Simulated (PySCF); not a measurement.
Nuclear quadrupole coupling in `CC(C)O/C=C\[SiH2]S[SiH3]`

Species: C5H14OSSi2.
Cartesian coordinates in Å at the GFN2-xTB level; atoms count from 1:
```xyz
23
C5H14OSSi2 angstrom
C     -2.154   -0.108    1.468
C     -1.683    0.372    0.100
C     -1.381    1.870    0.107
O     -0.523   -0.382   -0.229
C     -0.212   -0.514   -1.538
C      0.809   -1.271   -1.928
Si     1.866   -2.201   -0.697
S      3.435   -0.949    0.105
Si     2.419    0.794    0.811
H     -2.352   -1.177    1.441
H     -1.383    0.084    2.208
H     -3.062    0.415    1.756
H     -2.464    0.164   -0.649
H     -0.640    2.095    0.871
H     -2.289    2.429    0.313
H     -0.989    2.184   -0.858
H     -0.853    0.021   -2.236
H      1.014   -1.336   -2.984
H      1.085   -2.693    0.432
H      2.624   -3.253   -1.360
H      1.814    1.480   -0.325
H      1.427    0.416    1.808
H      3.489    1.587    1.395
```

Field gradients from the PBE0/pcSseg-1 density (PySCF, non-relativistic), principal values in atomic units, ordered |Vxx| ≤ |Vyy| ≤ |Vzz|:

```
atom      Vxx      Vyy      Vzz
  O4  -0.3008  -1.4893   1.7901
  S8   0.2579   1.3733  -1.6312
```

Find the asymmetry η = (Vxx − Vyy)/Vzz and the couplings χ = eQV/h (234.96 MHz × Q in barn × V in au), with Q(17O) = −0.0256 b, Q(33S) = −0.0678 b.

```tsv
atom	environment	nucleus	η	χzz (MHz)	χxx (MHz)	χyy (MHz)
O4	ether oxygen	17O	0.66	-10.77	1.81	8.96
S8	sulfur bonded to 2 Si	33S	0.68	25.99	-4.11	-21.88
```

The tensor is traceless: Vxx + Vyy + Vzz = 0.

What is Vzz at O4 in SI units (1 au = 9.71736 × 10²¹ V/m²)?

1.7901 au = 17.395 × 10²¹ V/m².

And the gradient at the other heavy atoms, for which no coupling is worked out here?

| atom | environment | Vzz (au) | η |
| --- | --- | --- | --- |
| C1 | methyl carbon | 0.079 | 0.28 |
| C2 | sp3 carbon bound to oxygen | 0.434 | 0.08 |
| C3 | methyl carbon | 0.057 | 0.21 |
| C5 | vinylic carbon bearing oxygen | -0.411 | 0.06 |
| C6 | alkene CH carbon | 0.169 | 0.38 |
| Si7 | SiH2 silicon | 0.583 | 0.30 |
| Si9 | SiH3 silicon | 0.565 | 0.01 |

What couplings would deuterons (Q(2H) = 0.00286 b) have in place of the hydrogens, at this geometry?

```csv
atom,bonded to,bond length (Å),Vzz (au),η,χzz (kHz)
H10,C1,1.087,0.3145,0.03,211
H11,C1,1.087,0.3141,0.03,211
H12,C1,1.086,0.3162,0.03,212
H13,C2,1.102,0.2756,0.08,185
H14,C3,1.087,0.3145,0.02,211
H15,C3,1.087,0.3164,0.02,213
H16,C3,1.088,0.3131,0.03,210
H17,C5,1.088,0.3059,0.10,206
H18,C6,1.078,0.3409,0.07,229
H19,Si7,1.458,0.1666,0.01,112
H20,Si7,1.457,0.1662,0.01,112
H21,Si9,1.458,0.1669,0.01,112
H22,Si9,1.457,0.1684,0.03,113
H23,Si9,1.454,0.1687,0.02,113
```

The structure is a single GFN2-xTB conformer in the gas phase; no vibrational or solvent corrections. GFN2-xTB bond lengths can be off by several hundredths of an ångström, more for odd bonds, and the gradients follow them. These gradients aren't converged with respect to the basis.
